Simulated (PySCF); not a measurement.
Al(F)(SiH3)2 (AlFH₆Si₂), SMILES [F][Al]([SiH3])[SiH3].

The structure is a stationary point at B3LYP-D3(BJ)/def2-SVP. The structure was generated by enumeration; whether it is a known compound was not checked.

Two levels are set side by side: TDDFT-PBE/def2-SVPD (PySCF) and TDDFT-LC-ωPBE/def2-SVPD (PySCF). Vertical, same geometry. The lowest singlet is HOMO→LUMO 99 % with PBE and HOMO→LUMO 98 % with the other functional; states are paired by order. Differences are taken from unrounded values.

```tsv
quantity	TDDFT-LC-ωPBE	TDDFT-PBE	TDDFT-PBE minus TDDFT-LC-ωPBE
lowest singlet excitation (eV)	4.27	3.70	-0.57
lowest triplet excitation (TDA) (eV)	3.54	3.18	-0.36
first bright state (f over 0.05) (eV)	6.69	5.60	-1.09
its oscillator strength	0.67	0.09	-0.58
```

Functionals without exact exchange tend to place singlet excitations lower, as here. Differences between two approximate levels are no errors against the true value.

Rough cost on one machine, each run with all the roots and properties that it gave: TDDFT-LC-ωPBE against TDDFT-PBE about 6 times.
